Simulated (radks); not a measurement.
The numbers below are computed, except where a source is named.
Question: These are the eigenvalues of the occupied orbitals of an atom or ion with whole-number occupations (hartree). Code: a radial shooting solver on a logarithmic mesh with Libxc functionals. Model: scalar-relativistic Kohn-Sham, PBE, spin-unpolarised, spherical densities, finite nucleus; Fermi nuclear charge, rms radius of each element as measured or else 0.836 A^(1/3) + 0.57 fm.

orbital  eigenvalue
1s        -239.3783
2s        -30.51384
2p        -26.32822
3s         -6.07267
3p         -4.88917
3d         -3.03240

Which element is it, and in what charge state? The configuration may be excited.

Answer: Z = 25, manganese, charge +5: Mn5+ in [Ar] 3d2. The list shows which subshells hold electrons but not how many an open one holds; the 1s level, -239.38 hartree, gives Z - s = 21.9 by -(Z - s)^2/2, which with screening and relativity narrows Z to a few neighbours, and the depths of the outer levels then fix element, charge and occupations together.
